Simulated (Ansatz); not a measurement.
SnBr₂. The state is a singlet with charge 0. Geometry r2SCAN-D4/def2-TZVP.

```xyz
3

Sn    0.027   -0.852    0.678
Br   -1.501   -0.360   -1.269
Br    1.474    1.212    0.591
```

In the def2 sets Sn takes a core potential; there is no spin–orbit coupling. The structure comes from a short search, and lower isomers may exist.

(1) Estimate the orbital energies around the gap (eV) in Ansatz with PBE-D4/def2-TZVP, r2SCAN-D4/def2-TZVPD, B97M-V/def2-TZVP, r2SCANh-D4/def2-TZVP, PBE0-D4/def2-SVP.

Results:

(1) 
```json
{"orbital": "HOMO−9", "PBE-D4/def2-TZVP": "-26.55", "r2SCAN-D4/def2-TZVPD": "-27.44", "B97M-V/def2-TZVP": "-27.76", "r2SCANh-D4/def2-TZVP": "-28.51", "PBE0-D4/def2-SVP": "-29.53"}
{"orbital": "HOMO−8", "PBE-D4/def2-TZVP": "-19.08", "r2SCAN-D4/def2-TZVPD": "-19.89", "B97M-V/def2-TZVP": "-19.96", "r2SCANh-D4/def2-TZVP": "-20.68", "PBE0-D4/def2-SVP": "-21.29"}
{"orbital": "HOMO−7", "PBE-D4/def2-TZVP": "-18.70", "r2SCAN-D4/def2-TZVPD": "-19.50", "B97M-V/def2-TZVP": "-19.59", "r2SCANh-D4/def2-TZVP": "-20.27", "PBE0-D4/def2-SVP": "-20.86"}
{"orbital": "HOMO−6", "PBE-D4/def2-TZVP": "-12.05", "r2SCAN-D4/def2-TZVPD": "-12.45", "B97M-V/def2-TZVP": "-12.13", "r2SCANh-D4/def2-TZVP": "-12.95", "PBE0-D4/def2-SVP": "-13.45"}
{"orbital": "HOMO−5", "PBE-D4/def2-TZVP": "-8.59", "r2SCAN-D4/def2-TZVPD": "-8.99", "B97M-V/def2-TZVP": "-8.93", "r2SCANh-D4/def2-TZVP": "-9.42", "PBE0-D4/def2-SVP": "-9.80"}
{"orbital": "HOMO−4", "PBE-D4/def2-TZVP": "-7.78", "r2SCAN-D4/def2-TZVPD": "-8.15", "B97M-V/def2-TZVP": "-8.08", "r2SCANh-D4/def2-TZVP": "-8.59", "PBE0-D4/def2-SVP": "-8.95"}
{"orbital": "HOMO−3", "PBE-D4/def2-TZVP": "-7.68", "r2SCAN-D4/def2-TZVPD": "-8.04", "B97M-V/def2-TZVP": "-7.99", "r2SCANh-D4/def2-TZVP": "-8.47", "PBE0-D4/def2-SVP": "-8.81"}
{"orbital": "HOMO−2", "PBE-D4/def2-TZVP": "-7.20", "r2SCAN-D4/def2-TZVPD": "-7.56", "B97M-V/def2-TZVP": "-7.53", "r2SCANh-D4/def2-TZVP": "-7.98", "PBE0-D4/def2-SVP": "-8.28"}
{"orbital": "HOMO−1", "PBE-D4/def2-TZVP": "-6.89", "r2SCAN-D4/def2-TZVPD": "-7.24", "B97M-V/def2-TZVP": "-7.25", "r2SCANh-D4/def2-TZVP": "-7.67", "PBE0-D4/def2-SVP": "-7.99"}
{"orbital": "HOMO", "PBE-D4/def2-TZVP": "-6.70", "r2SCAN-D4/def2-TZVPD": "-7.01", "B97M-V/def2-TZVP": "-6.90", "r2SCANh-D4/def2-TZVP": "-7.37", "PBE0-D4/def2-SVP": "-7.62"}
{"orbital": "LUMO", "PBE-D4/def2-TZVP": "-3.85", "r2SCAN-D4/def2-TZVPD": "-3.84", "B97M-V/def2-TZVP": "-3.81", "r2SCANh-D4/def2-TZVP": "-3.58", "PBE0-D4/def2-SVP": "-3.16"}
{"orbital": "LUMO+1", "PBE-D4/def2-TZVP": "-1.72", "r2SCAN-D4/def2-TZVPD": "-1.51", "B97M-V/def2-TZVP": "-1.48", "r2SCANh-D4/def2-TZVP": "-1.20", "PBE0-D4/def2-SVP": "-0.85"}
{"orbital": "LUMO+2", "PBE-D4/def2-TZVP": "-1.68", "r2SCAN-D4/def2-TZVPD": "-1.48", "B97M-V/def2-TZVP": "-1.47", "r2SCANh-D4/def2-TZVP": "-1.19", "PBE0-D4/def2-SVP": "-0.83"}
{"orbital": "LUMO+3", "PBE-D4/def2-TZVP": "1.93", "r2SCAN-D4/def2-TZVPD": "0.30", "B97M-V/def2-TZVP": "2.06", "r2SCANh-D4/def2-TZVP": "2.93", "PBE0-D4/def2-SVP": "3.60"}
{"orbital": "LUMO+4", "PBE-D4/def2-TZVP": "1.95", "r2SCAN-D4/def2-TZVPD": "1.22", "B97M-V/def2-TZVP": "2.11", "r2SCANh-D4/def2-TZVP": "2.95", "PBE0-D4/def2-SVP": "5.29"}
{"orbital": "LUMO+5", "PBE-D4/def2-TZVP": "2.02", "r2SCAN-D4/def2-TZVPD": "1.31", "B97M-V/def2-TZVP": "2.25", "r2SCANh-D4/def2-TZVP": "3.04", "PBE0-D4/def2-SVP": "5.52"}
```
